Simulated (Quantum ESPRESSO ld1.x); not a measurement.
Question: Species: La. Configuration: [Xe] 5d1 6s2. Method: scalar-relativistic Kohn-Sham, LDA (Slater exchange, Perdew-Zunger correlation), spin-polarised, spherical densities, point nucleus; open shells are filled with parallel spins first; computed with ld1.x of Quantum ESPRESSO 7.5. Some entries of the table are withheld. Estimate them.

| orbital | occ. | eigenvalue (eV) | <1/r> (bohr^-1) |
|---|---|---|---|
| 1s up | 1 | -38712.177 | 61.96 |
| 1s down | 1 | -38712.178 | 61.96 |
| 2s up | 1 | -6163.685 | 14.27 |
| 2s down | 1 | -6163.659 | 14.27 |
| 2p up | 3 | -5527.052 | 13.55 |
| 2p down | 3 | -5527.032 | 13.55 |
| 3s up | 1 | -1317.874 | 5.163 |
| 3s down | 1 | -1317.858 | 5.163 |
| 3p up | 3 | -1114.564 | 4.896 |
| 3p down | 3 | -1114.547 | 4.896 |
| 3d up | 5 | -821.677 | 4.645 |
| 3d down | 5 | -821.655 | 4.645 |
| 4s up | 1 | -265.773 | 2.153 |
| 4s down | 1 | -265.733 | 2.153 |
| 4p up | 3 | -199.596 | 1.986 |
| 4p down | 3 | -199.557 | 1.985 |
| 4d up | 5 | -103.822 | 1.725 |
| 4d down | 5 | -103.778 | 1.725 |
| 5s up | 1 | -39.167 | 0.8530 |
| 5s down | 1 | -38.910 | 0.8552 |
| 5p up | 3 | -22.615 | (1) |
| 5p down | 3 | -22.282 | (2) |
| 6s up | 1 | -3.934 | 0.2912 |
| 6s down | 1 | -3.675 | 0.2848 |
| 5d up | 1 | -3.381 | 0.4426 |
| 5d down | 0 | -2.990 | 0.4378 |

Answer: 
(1) 5p up <1/r> (bohr^-1): 0.7260
(2) 5p down <1/r> (bohr^-1): 0.7285
